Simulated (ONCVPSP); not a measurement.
## Reading a pseudo-wave (samarium)

Columns: radius, all-electron u(r) and pseudo u(r) of the 5s shell (level -43.30 eV) of samarium in the configuration [Kr] 4d10 4f6 5s2 5p6 6s2; PBEsol, scalar-relativistic, ONCV scheme, ONCVPSP 4.0.1.

```csv
r (bohr),all-electron,pseudo
0.108,-0.0154,0.0828
0.215,0.3259,0.1675
0.322,-0.1750,0.2567
0.430,-0.5166,0.3518
0.538,-0.4456,0.4506
0.645,-0.1385,0.5493
0.752,0.2239,0.6444
0.860,0.5420,0.7318
0.968,0.7738,0.8055
1.075,0.9161,0.8607
1.182,0.9843,0.8948
1.290,0.9954,0.9061
1.398,0.9655,0.8941
1.505,0.9093,0.8610
1.612,0.8378,0.8100
1.720,0.7581,0.7451
1.828,0.6767,0.6721
1.935,0.5982,0.5971
2.042,0.5241,0.5240
2.150,0.4554,0.4553
2.258,0.3932,0.3932
2.365,0.3383,0.3383
2.472,0.2899,0.2898
2.580,0.2471,0.2471
2.688,0.2100,0.2100
2.795,0.1783,0.1783
```

(1) How many radial nodes do the two functions have?

(2) At about which radius was the pseudo-wave matched?

(3) Is the pseudo-wave norm-conserving?

## Answers

(1) The all-electron 5s function has n − l − 1 = 4 (the table is too coarse to show those close to the nucleus); the pseudo-wave has 0, since the states of the same l below it are removed with the core.

(2) 2.15 bohr. The columns agree to 0.0005 from 2.04 bohr on; several derivatives are matched, so the curves merge somewhat inside the radius.

(3) Yes: the ONCV scheme keeps the norm inside the radius equal to the all-electron one, which fixes the energy derivative of the logarithmic derivative at the level.
